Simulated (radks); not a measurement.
Task: These are the eigenvalues of the occupied orbitals of an atom or ion with whole-number occupations (eV). Method: scalar-relativistic Kohn-Sham, PBE, spin-polarised, spherical densities, finite nucleus; Fermi nuclear charge, rms radius of each element as measured or else 0.836 A^(1/3) + 0.57 fm; computed with a radial shooting solver on a logarithmic mesh with Libxc functionals.

1s up: -35799.36
1s down: -35799.36
2s up: -5617.777
2s down: -5617.776
2p up: -5039.887
2p down: -5039.886
3s up: -1169.952
3s down: -1169.951
3p up: -983.9579
3p down: -983.9570
3d up: -710.9156
3d down: -710.9147
4s up: -222.8524
4s down: -222.8505
4p up: -163.3891
4p down: -163.3869
4d up: -76.8243
4d down: -76.8211
5s up: -29.2878
5s down: -29.2760
5p up: -16.0410
5p down: -16.0199
7s up: -1.1662

Which element is it, and in what charge state? The configuration may be excited. Open shells, if any, are filled with parallel spins first.

Result: Z = 55, caesium, charge 0: Cs in [Xe] 7s1. The list shows which subshells hold electrons but not how many an open one holds; the 1s level, -1315.6 hartree, gives Z - s = 51.3 by -(Z - s)^2/2, which with screening and relativity narrows Z to a few neighbours, and the depths of the outer levels then fix element, charge and occupations together.
